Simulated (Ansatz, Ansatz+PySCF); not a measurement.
```yaml
atoms:
  - { symbol: C, position_ang: [-0.0027, 0.0214, -0.6824] }
  - { symbol: C, position_ang: [-0.0087, -0.0378, 0.7882] }
  - { symbol: H, position_ang: [0.9249, 0.0169, 1.3517] }
  - { symbol: H, position_ang: [-0.9363, 0.0240, 1.3529] }
  - { symbol: H, position_ang: [-0.0008, 1.0630, -1.0755] }
  - { symbol: H, position_ang: [0.8938, -0.4710, -1.1315] }
  - { symbol: H, position_ang: [-0.8828, -0.4621, -1.1200] }
```

Basis set: def2-SVP (spherical functions). Frozen core: 2 orbitals. Correlation on ROHF uses semicanonical orbitals with singles. Charge 0, multiplicity 2.

Computed with Ansatz (development build ahead of 0.2.0); each method stands on the lowest determinant of its kind that the runs found.

The atomization energy at this shape (free ground-state atoms in the same class of orbitals less the molecule, no zero-point energy) of doublet C₂H₅:

```tsv
method	atomization energy
UHF-CCSD(T)	25.20 eV
ROHF-MP2	25.14 eV
UHF-MP2	25.12 eV
ROHF	20.65 eV
```

Question: What does UHF give?

Answer: 20.56 eV.
